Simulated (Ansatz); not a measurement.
Job for Ansatz (a program for electronic structure): U-CCSD(T)/def2-TZVPP on NaB, 2S+1 = 3, a spin state set in the input, which need not be the lowest, a point of a bond scan (R = 2.487 Å).

Ansatz 0.2 input:
```yaml
crystal:
  periodic: [false, false, false]
  atoms:
    - {symbol: B, position_ang: [0.00000000, 0.00000000, 0.00000000]}
    - {symbol: Na, position_ang: [0.00000000, 0.00000000, 2.48670600]}
basis:
  gaussian:
    orbitals: def2-TZVPP
magnetization: {spin_polarized: true, initial_magnetization: 2}
correlation: {method: ccsd_t, electrons: valence}
output: {orbitals: {seedname: ./end}}
```

It printed:

```
WARN ansatz: RAYON_NUM_THREADS=2 ignored (pool sized by the plan → 2); use --threads N
Functional definition: HF
integrals: 0.04 GiB planned
479 factors; integrals over basis functions are off by at most 1.5e-3 eV
mean field: 0.10 GiB planned
mean field evaluation 1: about -5071.7031 eV, gradient 5.2e0 eV
mean field evaluation 2: about -5071.7035 eV, gradient 5.2e0 eV
mean field evaluation 4: about -5072.0465 eV, gradient 8.5e-1 eV
mean field evaluation 8: about -5072.0915 eV, gradient 3.8e-2 eV
mean field evaluation 16: about -5072.0460 eV, gradient 8.5e-1 eV
mean field evaluation 32: about -5072.0916 eV, gradient 1.6e-5 eV
mean field evaluation 64: about -5072.0916 eV, gradient 1.1e-6 eV
mean field evaluation 96: about -5070.6479 eV, gradient 6.2e0 eV
mean field evaluation 128: about -5072.0906 eV, gradient 1.6e-1 eV
mean field evaluation 160: about -5072.0916 eV, gradient 3.6e-3 eV
mean field evaluation 192: about -5071.2587 eV, gradient 2.7e-1 eV
mean field evaluation 224: about -5070.7081 eV, gradient 3.5e0 eV
mean field evaluation 256: about -5068.0864 eV, gradient 2.6e0 eV
mean field evaluation 288: about -5068.9708 eV, gradient 4.9e0 eV
mean field evaluation 320: about -5068.6376 eV, gradient 1.3e-1 eV
mean field evaluation 352: about -5069.6002 eV, gradient 2.7e0 eV
mean field evaluation 384: about -5069.0535 eV, gradient 2.7e0 eV
mean field evaluation 416: about -5071.4717 eV, gradient 1.7e0 eV
mean field evaluation 448: about -5070.3103 eV, gradient 2.9e-1 eV
mean field evaluation 480: about -5069.6783 eV, gradient 3.9e0 eV
mean field evaluation 512: about -5069.3757 eV, gradient 4.5e-4 eV
mean field evaluation 544: about -5070.3346 eV, gradient 2.5e0 eV
mean field evaluation 576: about -5069.6353 eV, gradient 3.7e0 eV
mean field evaluation 608: about -5068.6412 eV, gradient 1.4e-1 eV
mean field evaluation 640: about -5068.6378 eV, gradient 2.0e-2 eV
mean field evaluation 672: about -5071.4937 eV, gradient 5.4e-1 eV
mean field evaluation 704: about -5069.3785 eV, gradient 5.4e-1 eV
mean field evaluation 736: about -5069.2607 eV, gradient 2.1e-1 eV
mean field evaluation 768: about -5068.9339 eV, gradient 6.0e0 eV
mean field evaluation 800: about -5060.5679 eV, gradient 2.0e-2 eV
mean field evaluation 832: about -5063.9788 eV, gradient 4.3e0 eV
mean field evaluation 864: about -5072.0916 eV, gradient 2.7e-4 eV
mean field evaluation 896: about -5071.3213 eV, gradient 5.0e0 eV
mean field evaluation 928: about -5068.6378 eV, gradient 2.5e-4 eV
mean field -5072.09155349 eV, -186.3959266035 hartree, gradient 9.6e-7 eV, S^2 2.014585; 25 other end points of the search recorded, 0 dependent functions left out
determinant -5072.09155349 eV, -186.3959266035 hartree, with singles and doubles -5078.84300809 eV, -186.6440379838 hartree
determinant -5071.53148383 eV, -186.3753444234 hartree, with singles and doubles -5078.23917843 eV, -186.6218476530 hartree
determinant -5071.26202615 eV, -186.3654420361 hartree, with singles and doubles -5077.69871058 eV, -186.6019858261 hartree
determinant -5070.30958721 eV, -186.3304405508 hartree, with singles and doubles -5077.07077552 eV, -186.5789096383 hartree
determinant -5069.37572463 eV, -186.2961217338 hartree, with singles and doubles -5075.88148813 eV, -186.5352041326 hartree
determinant -5069.26939814 eV, -186.2922143075 hartree, with singles and doubles -5075.62138968 eV, -186.5256456910 hartree
determinant -5069.13767446 eV, -186.2873735516 hartree, with singles and doubles -5075.49456465 eV, -186.5209849570 hartree
determinant -5068.96947286 eV, -186.2811922568 hartree, with singles and doubles -5075.45831658 eV, -186.5196528651 hartree
determinant -5068.76635177 eV, -186.2737276943 hartree, with singles and doubles -5068.76635177 eV, -186.2737276943 hartree
determinant -5068.63778947 eV, -186.2690031169 hartree, with singles and doubles -5075.01320449 eV, -186.5032952973 hartree
determinant -5072.09155349 eV, -186.3959266035 hartree, with singles and doubles -5078.79557152 eV, -186.6422947220 hartree
determinant -5071.53148383 eV, -186.3753444234 hartree, with singles and doubles -5078.19784164 eV, -186.6203285542 hartree
determinant -5071.26202615 eV, -186.3654420361 hartree, with singles and doubles -5077.66586020 eV, -186.6007785967 hartree
determinant -5070.30958721 eV, -186.3304405508 hartree, with singles and doubles -5077.02866913 eV, -186.5773622570 hartree
2 core orbitals not correlated
reference -5072.09155349 eV, -186.3959266035 hartree; 7, 5 occupied and 54, 56 virtual orbitals, 479 factors
second order -6.05081282 eV of doubles, -0.00000000 eV of singles
coupled cluster: 0.19 GiB planned
cycle   1  -6.70380474 eV  change    2.1e-4 eV  update   1.9e-3
cycle   2  -6.70416421 eV  change   -3.6e-4 eV  update   1.4e-3
cycle   3  -6.70401022 eV  change    1.5e-4 eV  update   9.4e-4
cycle   4  -6.70381465 eV  change    2.0e-4 eV  update   3.7e-4
cycle   5  -6.70435554 eV  change   -5.4e-4 eV  update   1.3e-4
cycle   6  -6.70449978 eV  change   -1.4e-4 eV  update   4.3e-5
cycle   7  -6.70447476 eV  change    2.5e-5 eV  update   1.8e-5
cycle   8  -6.70446326 eV  change    1.2e-5 eV  update   7.7e-6
cycle   9  -6.70446006 eV  change    3.2e-6 eV  update   3.0e-6
perturbative correction -0.14627123 eV, -0.0053753685 hartree
Total energy: -5078.94228477 eV, -186.6476863347 hartree
```

The calculation finished and met its thresholds.

Cost: very roughly 23 core-seconds.
